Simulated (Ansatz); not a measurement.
`NB(S)Br` and `NB(N)Br` differ in one atom or group.

Ansatz, PBE0-D4/def2-TZVP geometries, multiplicity 1. Each molecule was computed in one conformer, which needn't be the lowest.

Scalar relativity is left out up to krypton. Spin–orbit coupling is left out; it splits and shifts lone-pair levels of the heavy atoms by tenths of an eV.

```tsv
property	`NB(S)Br`
size of the dipole moment (PBE/def2-TZVPP) / D	1.86
HOMO energy (ωB97M-V/def2-TZVPP) / eV	-9.73
LUMO energy (PBE0/def2-TZVPP) / eV	0.16
HOMO–LUMO gap (ωB97M-V/def2-TZVPP) / eV	11.56
LUMO energy (ωB97M-V/def2-TZVPP) / eV	1.83
HOMO energy (PBE0/def2-TZVPP) / eV	-7.54
```

**Question.** Give the same properties after the change, and the shifts. (An estimate is asked.)

**Answer.** Computed: 
| property | `NB(N)Br` | shift |
| --- | --- | --- |
| size of the dipole moment (PBE/def2-TZVPP) / D | 3.03 | 1.17 |
| HOMO energy (ωB97M-V/def2-TZVPP) / eV | -9.80 | -0.07 |
| LUMO energy (PBE0/def2-TZVPP) / eV | 0.67 | 0.51 |
| HOMO–LUMO gap (ωB97M-V/def2-TZVPP) / eV | 11.76 | 0.20 |
| LUMO energy (ωB97M-V/def2-TZVPP) / eV | 1.95 | 0.12 |
| HOMO energy (PBE0/def2-TZVPP) / eV | -7.43 | 0.11 |

With PBE0 the HOMO rises by 0.11 eV and the LUMO rises by 0.51 eV, so the gap widens by about 0.40 eV. PBE moves the HOMO by 0.29 eV and ωB97M-V by -0.07 eV. Dipoles are sizes alone; their direction can turn.
